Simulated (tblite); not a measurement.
Species: C8H8OS.
Geometry (GFN2-xTB, Å), atoms numbered from 1 in this order:
```xyz
18
C8H8OS angstrom
C      2.9393    0.0234    0.5069
S      2.1385    0.5131   -1.0862
O      1.5055    1.8059   -0.8403
C      0.7798   -0.7492   -0.9224
C     -0.1858   -0.5888    0.1864
C     -0.9372   -0.4331    1.3061
C     -2.2214    0.0734    1.0282
C     -2.6431    0.3965   -0.2504
C     -1.8267    0.2471   -1.3883
C     -0.6067   -0.2649   -1.0884
H      2.2190    0.1393    1.3096
H      3.2727   -1.0047    0.4248
H      3.7869    0.6811    0.6700
H      1.0960   -1.7225   -1.2797
H     -0.6214   -0.6595    2.3137
H     -2.9013    0.2270    1.8534
H     -3.6387    0.7947   -0.3812
H     -2.1642    0.5274   -2.3739
```

All values are computed: GFN2-xTB (tblite) harmonic vibrations without scaling, gas phase. The method is semi-empirical: single wavenumbers can be off by several per cent or more. One conformer, not necessarily the lowest.

Harmonic wavenumbers (cm⁻¹): 30.7, 73.5, 112.5, 155.4, 220.6, 240.7, 320.2, 331.6, 423.0, 437.7, 520.1, 582.4, 627.1, 639.8, 667.6, 692.3, 762.7, 875.2, 880.9, 884.7, 887.4, 918.3, 953.4, 961.1, 1004.6, 1033.7, 1085.8, 1127.5, 1130.6, 1141.5, 1187.5, 1248.9, 1281.2, 1338.0, 1433.2, 1434.3, 1435.8, 1451.5, 1639.0, 1770.0, 2998.2, 3050.1, 3063.1, 3067.0, 3072.5, 3077.3, 3083.9, 3092.4.

A = 2569, B = 817.4, C = 731.2 MHz; mass 152.030 u (most abundant isotopes); point group C1, symmetry number 1.

Zero-point energy?

½Σν̃ = 29223 cm⁻¹ = 83.55 kcal/mol.

Give the ideal-gas entropy at 400 K and 1 bar in the rigid-rotor, harmonic-oscillator model (classical rotation).

Translation 42.45, rotation 30.60, vibration 38.47: S = 111.5 cal/(mol K).

And Cp and H(400 K) − H(0)?

Cp = 48.76 cal/(mol K), of which vibrations give 40.81 (their classical limit is 48 R = 95.4); H(400 K) − H(0) = 11.20 kcal/mol without the zero-point energy, 8.02 from vibrations.

What must be added to the electronic energy to get the Gibbs energy at 400 K and 1 bar?

ZPE + [H(400 K) − H(0)] − T·S = 83.55 + 11.20 − 44.61 = 50.14 kcal/mol.

How do the functions run with temperature in this model?

```json
{"T (K)": "150", "S (cal/(mol K))": "78.6", "Cp (cal/(mol K))": "22.4", "H − H(0) (kcal/mol)": "2.27", "G − H(0) (kcal/mol)": "-9.52", "ln q(vib)": "3.09"}
{"T (K)": "250", "S (cal/(mol K))": "92.5", "Cp (cal/(mol K))": "33.0", "H − H(0) (kcal/mol)": "5.03", "G − H(0) (kcal/mol)": "-18.09", "ln q(vib)": "5.53"}
{"T (K)": "298.15", "S (cal/(mol K))": "98.8", "Cp (cal/(mol K))": "38.3", "H − H(0) (kcal/mol)": "6.75", "G − H(0) (kcal/mol)": "-22.69", "ln q(vib)": "6.71"}
{"T (K)": "600", "S (cal/(mol K))": "134.4", "Cp (cal/(mol K))": "63.9", "H − H(0) (kcal/mol)": "22.58", "G − H(0) (kcal/mol)": "-58.05", "ln q(vib)": "14.30"}
{"T (K)": "900", "S (cal/(mol K))": "163.1", "Cp (cal/(mol K))": "77.3", "H − H(0) (kcal/mol)": "43.95", "G − H(0) (kcal/mol)": "-102.82", "ln q(vib)": "21.49"}
```

q(vib) and H(0) count from the zero-point level.

Hindered rotation and anharmonicity are outside this model. Other conformers, if any are populated, would add a mixing term that is left out. The structure is chiral; the term R ln 2 for an equal mix with its mirror image is left out.

On one thread of an Arm Neoverse V1, no GPU, shared host with 32 logical CPUs at a one-minute load of 8.7, this took 0.76 s of wall time. The figure is for the frequency step alone.
